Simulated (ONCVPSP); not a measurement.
# Before and after: ONCV potential for iodine

* Element: iodine (I)
* Generator: ONCVPSP 4.0.1
* Type: optimised norm-conserving Vanderbilt (ONCV)
* Functional: PBE
* Relativity: fully relativistic
* Frozen core: [Kr] 4d10
* Valence charge: 7
* Reference configuration: 5s2 5p5
* Partial waves: 5s: rc 1.75 bohr, ncon 5, nbas 8, qcut 3 1/bohr, local; 5p: rc 1.85 bohr, ncon 4, nbas 7, qcut 3.8 1/bohr, 2 projectors, debl 3.6 Ha
* Local potential: the s channel
* Core correction: polynomial model core, fcfact 0.3

Open shells are filled in proportion to 2j + 1.

All-electron outer shells of the reference configuration (PBE, scalar-relativistic, ld1.x):

| shell | level (eV) | outermost node (bohr) | outermost maximum (bohr) |
| --- | --- | --- | --- |
| 4p | -127.57 | 0.37 | 0.72 |
| 4d | -50.28 | 0.35 | 0.78 |
| 5s | -17.41 | 0.88 | 1.70 |
| 5p | -7.09 | 0.96 | 2.02 |

Change: p: debl 1.45.

Cutoffs: the cutoffs (Ha) at which the residual kinetic energy of the hardest occupied pseudo-wave falls to 1 and 0.1 mHa per electron; they do not see the model core or the augmentation charge, which bear on the density cutoff. Errors are all-electron minus pseudo energies relative to the spin-unpolarised reference configuration.

Q: What does the change do?

A: The potential gets neither clearly harder nor softer (26 Ha and 36 Ha → 26 Ha and 36 Ha); of the 4 tests that both files solve, the error grows in 2 and shrinks in 0 by more than 15 % and 0.3 meV (median size 29.0 → 30.9 meV); neither file shows a bound ghost.

| quantity | base | changed |
| --- | --- | --- |
| cutoff, loose | 26 Ha | 26 Ha |
| cutoff, tight | 36 Ha | 36 Ha |
| bound ghosts | none | none |
| GHOST(+) flags under 300 eV | none | none |
| error for 5s2 5p4, meV [ΔE 11.16 eV] | -1.6 | -2.0 |
| error for 5s2 5p3, meV [ΔE 31.03 eV] | -12 | -14 |
| error for 5s2 5p2, meV [ΔE 60.40 eV] | -46 | -48 |
| error for 5s2 5p1, meV [ΔE 99.86 eV] | -123 | -126 |
| s: phases at 1.77 bohr within 0.05 rad from the reference energy up to (Ha; the scan ends near 5) | 2.3 | 2.3 |
| p3/2: phases at 1.88 bohr within 0.05 rad from the reference energy up to (Ha; the scan ends near 5) | to the end of the scan | 4.4 |
| p1/2: phases at 1.88 bohr within 0.05 rad from the reference energy up to (Ha; the scan ends near 5) | to the end of the scan | 4.8 |
| rms error of d²Exc/dni dnj with the model core, mHa | 1.11 | 1.11 |
